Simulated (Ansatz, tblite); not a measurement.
Removing and adding an electron: GeF2Me2 (C₂H₆F₂Ge). Charge 0, multiplicity 1. Geometry: r2SCAN-D4/def2-SVP. Ansatz, gas phase; energy differences of separate SCF runs; the oxidised species was run as a doublet alone; the reduced species was run as a doublet alone.

Cartesian coordinates in Å:
```
Ge 0.221 -0.548 -0.038
F 0.194 -1.807 1.165
F 1.056 -1.281 -1.379
C 1.329 0.880 0.631
H 0.864 1.346 1.511
H 1.476 1.644 -0.146
H 2.307 0.469 0.918
C -1.596 -0.219 -0.585
H -1.628 0.552 -1.368
H -2.199 0.113 0.273
H -2.024 -1.150 -0.983
```

The xTB rows come from tblite.

```
                level  −HOMO (eV)  vertical IE (eV)  −LUMO (eV)  vertical EA (eV)  HOMO–LUMO gap (eV)  IE − EA (eV)                       remarks
             GFN1-xTB       12.27             15.23        5.19              2.26                7.08         12.96                             –
             GFN2-xTB       11.84             14.93        3.61              0.46                8.23         14.47                             –
     PBE-D4/def2-TZVP        7.57             10.64        0.30                 –                7.27             –                             –
    PBE-D4/def2-TZVPD        7.63                 –        0.87             -0.68                6.76             –  HOMO above zero (-1 doublet)
    PBE0-D4/def2-TZVP        9.00             11.10       -0.57                 –                9.58             –                             –
   PBE0-D4/def2-TZVPD        9.04                 –        0.18             -0.85                8.86             –  HOMO above zero (-1 doublet)
 r2SCAN0-D4/def2-TZVP        9.22             11.19       -1.02                 –               10.24             –                             –
r2SCAN0-D4/def2-TZVPD        9.24                 –       -0.29             -0.93                9.53             –  HOMO above zero (-1 doublet)
```

   A HOMO above zero means that the electron is unbound at that level or that self-interaction error raises the level; the energy of removing that electron tells which. Raw xTB energy differences between charge states are shifted by several eV; the methods need an empirical correction for them. A negative affinity means that the extra electron isn't bound; its size then hangs on the basis.
